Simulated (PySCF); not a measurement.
Species: C3H6BNO2.
SMILES with atom numbers: `[BH3-:1][N+:2]#[C:3][CH2:4][O:5][CH:6]=[O:7]` (hydrogens: H8, H9, H10 on B1; H11, H12 on C4; H13 on C6)

All values: PBE0/pcSseg-1 and PBE0/def2-SVPD (PySCF, non-relativistic), on one gas-phase PBE0-D3(BJ)/def2-SVP geometry that isn't relaxed in the solvent. The solvent is an IEF-PCM continuum (cavity from Bondi-type radii × 1.2). Only the electrostatic response of the medium enters.

Gas phase at PBE0/pcSseg-1: HOMO -7.90 eV, LUMO -1.39 eV, dipole 6.76 D.

Q: What does the continuum do to the energy, the frontier levels and the dipole at PBE0/pcSseg-1 in acetone and dimethylsulfoxide?

A: 
```json
{"solvent": "acetone", "ε": "20.49", "E(solvent) − E(gas) (kJ/mol)": "-51.44", "polarisation term (kJ/mol)": "-62.23", "distortion of the solute (kJ/mol)": "10.79", "HOMO (eV)": "-8.34", "LUMO (eV)": "-1.04", "dipole (D)": "8.57"}
{"solvent": "dimethylsulfoxide", "ε": "46.83", "E(solvent) − E(gas) (kJ/mol)": "-53.75", "polarisation term (kJ/mol)": "-65.50", "distortion of the solute (kJ/mol)": "11.75", "HOMO (eV)": "-8.36", "LUMO (eV)": "-1.03", "dipole (D)": "8.64"}
```

The polarisation term is half the interaction of the solute with the surface charges that it induces; the rest is the cost of distorting the solute's density. The sum is the electrostatic part of solvation alone. From acetone to dimethylsulfoxide the lowering changes by a factor 1.04, Onsager's factor (ε − 1)/(2ε + 1) by 1.04 and ε itself by 2.3.

Q: Which radius a makes the point-dipole formula ΔE = −[(ε − 1)/(2ε + 1)]·μ²/a³ give the value in dimethylsulfoxide, with the gas-phase dipole?

A: μ = 2.659 au and |ΔE| = 0.02047 Eh give a = 2.92 Å; the farthest nucleus lies 3.57 Å from the centroid of the nuclei, so such a sphere wouldn't even hold the nuclei. The formula assumes a rigid point dipole at the centre of a sphere.

Q: Which ESP-fitted charges (PBE0/pcSseg-1) respond most in acetone (means over atoms taken as equivalent)?

A: 
```tsv
atoms	environment	gas (e)	solvent (e)	change
O7	ester carbonyl oxygen	-0.467	-0.529	-0.062
N2	nitrogen bonded to B and C	-0.015	+0.033	+0.048
C6	ester carbonyl carbon	+0.599	+0.640	+0.041
C4	sp3 carbon bound to oxygen	+0.109	+0.150	+0.041
H8/H9/H10	B–H hydrogen	-0.063	-0.091	-0.028
H11/H12	methylene hydrogen	+0.122	+0.144	+0.022
B1	four-coordinate boron	-0.164	-0.182	-0.018
O5	ester single-bonded oxygen	-0.380	-0.398	-0.018
H13	formyl hydrogen	+0.049	+0.066	+0.017
C3	triply bonded carbon	+0.213	+0.203	-0.010
```

Gas phase at PBE0/def2-SVPD: HOMO -7.89 eV, LUMO -1.46 eV, dipole 6.66 D.

Q: What does the continuum do to the energy, the frontier levels and the dipole at PBE0/def2-SVPD in acetone and dimethylsulfoxide?

A: 
```
          solvent      ε  E(solvent) − E(gas) (kJ/mol)  polarisation term (kJ/mol)  distortion of the solute (kJ/mol)  HOMO (eV)  LUMO (eV)  dipole (D)
          acetone  20.49                        -50.24                      -61.69                              11.45      -8.32      -1.10        8.56
dimethylsulfoxide  46.83                        -52.52                      -65.03                              12.51      -8.34      -1.09        8.64
```

Q: How does the static polarisability (PBE0/def2-SVPD, frozen core, with the continuum's full static response) change?

A: 
```
           medium  isotropic (au)  principal values (au)  ⟨r²⟩ of the electrons (bohr²)
              gas            74.1      57.7, 62.1, 102.6                         1012.4
          acetone            91.9      75.3, 80.9, 119.7                         1016.6
dimethylsulfoxide            92.9      76.4, 82.0, 120.4                         1016.8
```

The isotropic value in dimethylsulfoxide is 1.25 times the gas-phase one; no cavity-field correction is applied. ⟨r²⟩ is taken about the centre of nuclear charge.

Time: 13 s; peak memory 0.83 GiB. Hardware: Arm Neoverse V1, one thread, on a shared host. This is the whole shielding run at PBE0/pcSseg-1 in dimethylsulfoxide, SCF included.

The values belong to the conformer `[BH3-:1][N+:2]#[C:3][CH2:4][O:5][CH:6]=[O:7]`: C3–C4–O5–C6 91°, C4–O5–C6–O7 0°.
